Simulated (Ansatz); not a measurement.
Species: C₂H₆OSi, SMILES `C1[SiH2]CO1` with one electron removed (charge 1, multiplicity 2), formula C2H6OSi.

Task: How many basis functions does frozen-core CCSD(T)/cc-pVTZ // B3LYP-D3(BJ)/def2-TZVP in Ansatz (a program for electronic structure) use, how many core orbitals are frozen, and how many electrons are correlated?

Result: 208 basis functions and 8 frozen orbitals, which leaves 23 correlated electrons. Core time is of the order of minutes.
